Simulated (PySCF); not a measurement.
CCl2F, SMILES F[C](Cl)Cl (connectivity only; charge and spin as stated), charge +1, multiplicity 1.

The structure is a stationary point at B3LYP-D3(BJ)/def2-SVP. The spin state was assumed, not searched. The isomer is the one that the SMILES or the coordinates give; other isomers of the formula were not compared.

These are PySCF with PBE/def2-TZVPD values and carry that method's errors.

The molecule is in vacuum.

Computed frontier levels, gap, dipole moment and polarisability:
```
Quantity                                                          Result
------------------------------------------------  ----------------------
highest occupied level                                         -14.91 eV
lowest empty level                                             -11.04 eV
orbital gap                                                      3.87 eV
dipole moment about the centre of nuclear charge                  0.61 D
mean static polarisability                          38.3 bohr³ (5.68 Å³)
polarisability, principal values                  25.5, 35.4, 54.0 bohr³
```
